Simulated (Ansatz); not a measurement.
Energy on a grid of two coordinates

GaH2O2F (SMILES [OH][Ga]([OH])[F]), singlet, PBE0-D4/def2-TZVP minimum:

| atom | x (Å) | y (Å) | z (Å) |
| --- | --- | --- | --- |
| O1 | -0.2972 | 1.3510 | -0.5748 |
| Ga2 | -0.0682 | -0.3424 | -0.1176 |
| O3 | 0.7944 | -0.8423 | 1.3353 |
| F4 | -0.7226 | -1.5888 | -1.1448 |
| H5 | -0.7888 | 1.4590 | -1.3928 |
| H6 | 1.1242 | -0.1004 | 1.8485 |

Rows set the bond length O1–H5 (Å; 0.960 at the minimum), columns the angle F4–Ga2–O3 (°; 117.8), set in this order; the parts move rigidly, in a bend the first-named atom's side turns in the plane, and in a torsion the whole end group turns. CCSD(T) energies count from the value at that structure, in kJ/mol. Ansatz 0.2.0; basis: def2-TZVPP; cores frozen in the correlated methods. Filled d shells of the heavier atoms are correlated. The def2 sets are not built for correlating such inner shells, so the correlated values are less sure here.

```csv
O1–H5 \ F4–Ga2–O3,87.8,102.8,117.8,132.8,147.8
0.864,90.5,?,29.3,43.7,92.9
0.912,67.2,19.9,6.5,21.1,71.0
0.981,61.2,14.2,1.1,?,66.9
1.063,80.9,34.2,21.5,37.1,88.9
1.152,120.5,?,61.9,?,130.9
```

Problem. Fill in the withheld cells. (An estimate is asked for; the value comes from the calculation.)

Solution. The calculation gives: (0.864, 102.8): 43.0; (0.981, 132.8): 16.2; (1.152, 102.8): 74.2; (1.152, 132.8): 78.1 kJ/mol. These count from the CCSD(T) energy at the PBE0-D4 minimum.

The same grid for a cheaper method: r2SCAN-D4 − CCSD(T), both counted from the minimum, in kJ/mol:
```json
{"O1–H5 \\ F4–Ga2–O3": "0.864", "87.8": "-3.8", "102.8": "-0.6", "117.8": "0.6", "132.8": "-0.4", "147.8": "-3.2"}
{"O1–H5 \\ F4–Ga2–O3": "0.912", "87.8": "-4.0", "102.8": "-0.8", "117.8": "0.4", "132.8": "-0.7", "147.8": "-3.6"}
{"O1–H5 \\ F4–Ga2–O3": "0.981", "87.8": "-4.5", "102.8": "-1.3", "117.8": "-0.2", "132.8": "-1.4", "147.8": "-4.3"}
{"O1–H5 \\ F4–Ga2–O3": "1.063", "87.8": "-5.2", "102.8": "-2.1", "117.8": "-1.0", "132.8": "-2.2", "147.8": "-5.2"}
{"O1–H5 \\ F4–Ga2–O3": "1.152", "87.8": "-5.9", "102.8": "-2.8", "117.8": "-1.7", "132.8": "-3.1", "147.8": "-6.2"}
```

The T1 diagnostic stays at or below 0.016.

For scale, one of the runs: CCSD(T)/def2-TZVPP, 169 basis functions (an equivalent command: `ansatz run in.yaml --threads 4`). The run took 32 s on 4 CPU threads (shared host), with 1.6 GiB of host memory at its peak.
